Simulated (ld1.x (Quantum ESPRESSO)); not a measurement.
# Which change was made? (Cs, TM)

- Element: caesium (Cs)
- Generator: ld1.x (Quantum ESPRESSO) 7.5
- Type: norm-conserving Troullier–Martins (Kleinman–Bylander form)
- Functional: PBE
- Relativity: fully relativistic
- Frozen core: [Xe]
- Valence charge: 1
- Reference configuration: 5d0 6s1 6p0
- Partial waves: 6s (bound): rc 3.55 bohr; 6p (bound, empty): rc 3.95 bohr; 5d (bound, empty): rc 4.20 bohr
- Local potential: all-electron potential smoothed inside 3.15 bohr (lloc = -1)
- Core correction: Bessel-smoothed model core inside 2.30 bohr

Open shells are filled in proportion to 2j + 1 (rel_dist='average').

Cutoffs, loose and tight: the cutoffs (Ry, on a coarse ladder) from which the occupation-weighted sum of valence levels, in a spherical-Bessel basis at the reference potential, stays within 10 and 1 mRy of its value at 400 Ry. They do not see the model core or the augmentation charge, which bear on the density cutoff. Test errors are all-electron minus pseudo excitation energies from the reference, over the configurations 5d0 6s0.5 6p0; 5d0 6s0 6p1; 5d1 6s0 6p0; 5d0.5 6s0.5 6p0; variants that change the core or the reference have their own tests. The largest error is taken over the tests solved by every variant that gives reliable tests at all, those not shown here included: 5d0 6s0.5 6p0; 5d0.5 6s0.5 6p0; 5d1 6s0 6p0.

The base gives: outcome: generated; cutoff, loose: 6 Ry; cutoff, tight: 6 Ry; bound ghosts: s, p3/2; largest test error (meV): -4.3.

(1) After one change the result is: outcome: generated; cutoff, loose: 8 Ry; cutoff, tight: 10 Ry; bound ghosts: p3/2, s, p1/2; largest test error (meV): -3.8. Which change was it?
A. all radii but the core radius scaled by about 0.96 (s 3.40, p 3.80, d 4.04 bohr); local potential all-electron potential smoothed inside 3.02 bohr (lloc = -1)
B. all radii but the core radius scaled by about 1.21 (s 4.30, p 4.78, d 5.08 bohr); local potential all-electron potential smoothed inside 3.80 bohr (lloc = -1)
C. all radii but the core radius scaled by about 0.86 (s 3.06, p 3.40, d 3.62 bohr); local potential all-electron potential smoothed inside 2.72 bohr (lloc = -1)

## Answers

(1) C. The others give: all radii but the core radius scaled by about 0.96 (s 3.40, p 3.80, d 4.04 bohr); local potential all-electron potential smoothed inside 3.02 bohr (lloc = -1) → outcome: generated; cutoff, loose: 6 Ry; cutoff, tight: 8 Ry; bound ghosts: s, p3/2, p1/2; largest test error (meV): -3.7 | all radii but the core radius scaled by about 1.21 (s 4.30, p 4.78, d 5.08 bohr); local potential all-electron potential smoothed inside 3.80 bohr (lloc = -1) → outcome: generated; cutoff, loose: 6 Ry; cutoff, tight: 6 Ry; bound ghosts: none; largest test error (meV): -4.2.
